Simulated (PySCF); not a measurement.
Calculated NMR data

[PySCF 2.14: shielding tensors at PBE0/pcSseg-1 (GIAO); structure optimised with GFN2-xTB; relativity neglected; one conformer; isolated molecule; averaged over atoms made equivalent by symmetry, fast rotation or ring inversion]

Chemical shifts δ = σref − σ; ¹H (σ = 31.72 ppm) and ¹³C (σ = 186.93 ppm) vs TMS, all at this level. Splittings of carbon signals by F and P are missing where no couplings were computed. Where no couplings were computed, multiplicities follow the n + 1 count of equivalent neighbours, and m marks all less simple cases (inequivalent or close neighbours, rings, F or P nearby). Shifts are as computed. Against solution values, carbons near 30 ppm lie about +3 ppm off and those near 130 ppm about +5 ppm; carbons on Cl a further +6 ppm. Of 1211 compounds with measured shifts, 218 miss one by over three times the rms of a fit or turn the order of signals round; such compounds aren't used in these exercises. Carbons bonded to Cl come out too deshielded.

**1.** `InChI=1S/C6H5Cl/c7-5-6-3-1-2-4-6/h1-5H`. ¹H NMR (400 MHz, computed): δ 6.92 (s, 1H), 6.82 (m, 1H), 6.75 (m, 1H), 6.61 (m, 1H), 6.18 (d, 1H). ¹³C{¹H} NMR (computed): δ 154.8 (C), 144.0 (CH), 141.4 (CH), 139.5 (CH), 128.8 (CH), 125.5 (CH).

**2.** `CC(C)(C)c1occ(C=O)p1`, C$_{8}$H$_{11}$O$_{2}$P. ¹H NMR (400 MHz, computed): δ 10.32 (m, 1H), 8.91 (m, 1H), 1.48 (s, 9H). ¹³C{¹H} NMR (computed): δ 223.0, 190.7, 157.8, 149.4, 40.5, 31.4.
